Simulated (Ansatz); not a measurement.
```xyz
10

C     0.4060    1.4571    0.6939
C     0.5155    0.7074   -0.5992
O     1.0370    1.1487   -1.5843
Ga   -0.2860   -1.1678   -0.6422
O    -1.1098   -1.7899    0.8108
Br   -0.2012   -2.5447   -2.4679
H    -0.6470    1.5323    0.9823
H     0.8517    2.4489    0.6046
H     0.8985    0.8853    1.4868
H    -1.4648   -2.6773    0.7153
```

Charge 0, multiplicity 1.

List the PBE0/def2-TZVPP orbital energies in eV (Ansatz 0.2.0). (An estimate is asked.)

Computed: Occupied: -13149.97, -10147.95, -1704.87, -1535.41, -1535.37, -1535.36, -1253.76, -1109.95, -1109.86, -1109.82, -523.29, -522.72, -281.25, -278.80, -238.69, -179.03, -178.89, -178.86, -152.11, -105.11, -104.91, -104.81, -72.53, -72.49, -72.47, -72.35, -72.35, -30.10, -27.78, -24.27, -24.14, -24.06, -24.04, -23.80, -21.49, -21.18, -15.91, -14.29, -13.28, -13.02, -12.90, -11.76, -10.94, -10.88, -9.57, -9.48, -8.61, -8.48, -7.14. Lowest empty: -2.10, -0.82, 0.08, 0.89, 1.37, 2.41, 2.91, 3.10.
